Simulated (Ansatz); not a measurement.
CH₆AsGaO, SMILES `[GaH2][CH2]O[AsH2]` at its PBE0-D4/def2-TZVP geometry, where that method's forces vanish. Charge 0, multiplicity 1.

| atom | x (Å) | y (Å) | z (Å) |
| --- | --- | --- | --- |
| Ga1 | -0.815 | -0.474 | -1.772 |
| C2 | -0.443 | 0.779 | -0.278 |
| O3 | 0.129 | -0.293 | 0.491 |
| As4 | 0.725 | 0.135 | 2.144 |
| H5 | -2.132 | -1.325 | -1.734 |
| H6 | 0.297 | -0.723 | -2.851 |
| H7 | 0.294 | 1.563 | -0.483 |
| H8 | -1.306 | 1.221 | 0.229 |
| H9 | 2.180 | 0.425 | 1.752 |
| H10 | 1.071 | -1.307 | 2.500 |

(1) For each bond, give half the difference of the two atoms' forces along it (eV/Å; positive pushes the atoms apart) under PBE-D4, r2SCAN-D4, B3LYP-D4, ωB97M-V in def2-TZVPP. (Estimate.)

Answers

(1) Ansatz gave: 
```tsv
bond	length (Å)	PBE-D4	r2SCAN-D4	B3LYP-D4	ωB97M-V
Ga1–C2	1.984	0.11	0.05	0.17	0.03
Ga1–H5	1.569	0.01	-0.09	-0.05	-0.09
Ga1–H6	1.569	0.01	-0.09	-0.05	-0.09
C2–O3	1.437	0.18	0.27	0.23	0.34
C2–H7	1.095	0.06	-0.06	-0.13	-0.11
C2–H8	1.095	0.06	-0.06	-0.13	-0.11
O3–As4	1.809	0.56	0.18	0.24	-0.06
As4–H9	1.535	0.24	0.00	0.03	-0.12
As4–H10	1.525	0.24	-0.01	0.01	-0.12
```

B3LYP here is the variant with VWN-RPA as its local correlation; programs differ in this.
